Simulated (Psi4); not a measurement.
HCl$_{3}$Si, singlet, geometry from GFN2-xTB; MP2/STO-3G (Psi4 1.11).

Psi4 was given this input:
```
memory 2 GB

molecule {
0 1
  Si    0.02863441   -0.01627765    0.49106656
  Cl   -1.24158057   -1.43679456   -0.14881741
  Cl   -0.64009829    1.79232122   -0.07685298
  Cl    1.85144867   -0.33834186   -0.29276296
  H     0.11303141   -0.06425436    1.93843503
}

set basis sto-3g

energy('mp2')
print_variables()
```

What the program printed (banner, timings and long lists left out):

```
    SCF Algorithm Type (re)set to DF.

   => Loading Basis Set <=

    Name: STO-3G
    Role: ORBITAL
    Keyword: BASIS

         ---------------------------------------------------------
                                   SCF
               by Justin Turney, Rob Parrish, Andy Simmonett
                          and Daniel G. A. Smith
                              RHF Reference
         ---------------------------------------------------------

  ==> Geometry <==

    Molecular point group: cs
    Full point group: C1h

    Geometry (in Angstrom), charge = 0, multiplicity = 1:

       Center              X                  Y                   Z               Mass
    ------------   -----------------  -----------------  -----------------  -----------------
         SI          -0.006470289787    -0.510370287741     0.000000000000    27.976926534650
         CL           1.898664456747     0.130899920224     0.000000000000    34.968852682000
         CL          -0.946385711828     0.166968449776    -1.642722476091    34.968852682000
         CL          -0.946385711828     0.166968449776     1.642722476091    34.968852682000
         H           -0.024859259449    -1.960874321536     0.000000000000     1.007825032230

  Running in cs symmetry.

  Rotational constants: A =      0.08328  B =      0.08328  C =      0.04466 [cm^-1]
  Rotational constants: A =   2496.77409  B =   2496.77409  C =   1338.89779 [MHz]
  Nuclear repulsion =  342.210236999924348

  Charge       = 0
  Multiplicity = 1
  Electrons    = 66
  Nalpha       = 33
  Nbeta        = 33

  ==> Algorithm <==

  SCF Algorithm Type is DF.
  DIIS enabled.
  MOM disabled.
  Fractional occupation disabled.
  Guess Type is SAD.
  Energy threshold   = 1.00e-08
  Density threshold  = 1.00e-08
  Integral threshold = 1.00e-12

  ==> Primary Basis <==

  Basis Set: STO-3G
    Blend: STO-3G
    Number of shells: 21
    Number of basis functions: 37
    Number of Cartesian functions: 37
    Spherical Harmonics?: true
    Max angular momentum: 1

   => Loading Basis Set <=

    Name: (STO-3G AUX)
    Role: JKFIT
    Keyword: DF_BASIS_SCF

  ==> Integral Setup <==

  SCF_SUBTYPE=INCORE selected. In-core MEM_DF algorithm will be used.
  Using in-core AOs.

  ==> MemDFJK: Density-Fitted J/K Matrices <==

    J tasked:                   Yes
    K tasked:                   Yes
    wK tasked:                   No
    Algorithm:                 Core
    Schwarz Cutoff:           1E-12
[...]
  @DF-RHF Final Energy: -1650.07615971001997
    Total Energy =                      -1650.0761597100199651
[...]

  //>>>>>>>>>>>>>>>>>>>>>>>>>>>>>>>>>>>//
  //               DFMP2               //
  //<<<<<<<<<<<<<<<<<<<<<<<<<<<<<<<<<<<//

   => Loading Basis Set <=

    Name: (STO-3G AUX)
    Role: RIFIT
    Keyword: DF_BASIS_MP2

	 --------------------------------------------------------
	                          DF-MP2
	      2nd-Order Density-Fitted Moller-Plesset Theory

	        Rob Parrish, Justin Turney, Andy Simmonett,
	           Ed Hohenstein, and C. David Sherrill
	 --------------------------------------------------------

   => Auxiliary Basis Set <=

  Basis Set: (STO-3G AUX)
    Blend: DEF2-SVP-RI
    Number of shells: 86
    Number of basis functions: 262
    Number of Cartesian functions: 307
    Spherical Harmonics?: true
    Max angular momentum: 3

	 --------------------------------------------------------
	                 NBF =    37, NAUX =   262
	 --------------------------------------------------------
	   CLASS    FOCC     OCC    AOCC    AVIR     VIR    FVIR
	   PAIRS       0      33      33       4       4       0
	 --------------------------------------------------------

	-----------------------------------------------------------
	 ==================> DF-MP2 Energies <====================
	-----------------------------------------------------------
	 Reference Energy          =   -1650.0761597100199651 [Eh]
	 Singles Energy            =      -0.0000000000000000 [Eh]
	 Same-Spin Energy          =      -0.0071536958019327 [Eh]
	 Opposite-Spin Energy      =      -0.0435060666776856 [Eh]
	 Correlation Energy        =      -0.0506597624796182 [Eh]
	 Total Energy              =   -1650.1268194724996192 [Eh]
	-----------------------------------------------------------
	 ================> DF-SCS-MP2 Energies <==================
	-----------------------------------------------------------
	 SCS Same-Spin Scale       =       0.3333333333333333 [-]
	 SCS Opposite-Spin Scale   =       1.2000000000000000 [-]
	 SCS Same-Spin Energy      =      -0.0023845652673109 [Eh]
	 SCS Opposite-Spin Energy  =      -0.0522072800132227 [Eh]
	 SCS Correlation Energy    =      -0.0545918452805336 [Eh]
	 SCS Total Energy          =   -1650.1307515553005487 [Eh]
	-----------------------------------------------------------

  Variable Map:
  ----------------------------------------------------------------------------
[...]
  Array Variable Map:
  ----------------------------------------------------------------------------
[...]
[...]
```
